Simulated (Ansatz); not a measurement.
`CO[SiH2]S[SiH3]` at its PBE0-D4/def2-TZVP geometry, where that method's forces vanish. Charge 0, multiplicity 1.

| atom | x (Å) | y (Å) | z (Å) |
| --- | --- | --- | --- |
| C1 | 1.081 | 0.338 | 1.827 |
| O2 | 0.513 | 0.726 | 0.596 |
| Si3 | 1.038 | 0.180 | -0.859 |
| S4 | -0.504 | 0.509 | -2.274 |
| Si5 | -2.073 | -0.372 | -1.111 |
| H6 | 2.018 | 0.872 | 2.013 |
| H7 | 0.375 | 0.586 | 2.621 |
| H8 | 1.279 | -0.740 | 1.859 |
| H9 | 2.229 | 0.919 | -1.351 |
| H10 | 1.363 | -1.266 | -0.725 |
| H11 | -3.118 | -0.801 | -2.072 |
| H12 | -2.651 | 0.598 | -0.152 |
| H13 | -1.552 | -1.552 | -0.372 |

**Question.** For each bond, give half the difference of the two atoms' forces along it (eV/Å; positive pushes the atoms apart) under PBE-D4, r2SCAN-D4, B3LYP-D4, ωB97M-V in def2-TZVPP. (An estimate is asked.)

**Answer.** Computed: 
| bond | length (Å) | PBE-D4 | r2SCAN-D4 | B3LYP-D4 | ωB97M-V |
| --- | --- | --- | --- | --- | --- |
| C1–O2 | 1.410 | 0.23 | 0.32 | 0.30 | 0.29 |
| C1–H6 | 1.095 | 0.08 | -0.06 | -0.09 | -0.11 |
| C1–H7 | 1.091 | 0.09 | -0.07 | -0.12 | -0.11 |
| C1–H8 | 1.096 | 0.08 | -0.07 | -0.08 | -0.10 |
| O2–Si3 | 1.640 | 0.29 | -0.02 | 0.05 | 0.06 |
| Si3–S4 | 2.119 | 0.08 | 0.03 | 0.13 | 0.05 |
| Si3–H9 | 1.485 | 0.03 | -0.03 | -0.16 | -0.17 |
| Si3–H10 | 1.488 | 0.02 | -0.03 | -0.10 | -0.14 |
| S4–Si5 | 2.143 | 0.12 | 0.04 | 0.20 | 0.10 |
| Si5–H11 | 1.484 | 0.09 | -0.03 | -0.12 | -0.13 |
| Si5–H12 | 1.482 | 0.08 | -0.02 | -0.10 | -0.13 |
| Si5–H13 | 1.486 | 0.06 | -0.02 | -0.08 | -0.10 |

B3LYP here is the variant with VWN-RPA as its local correlation; programs differ in this.
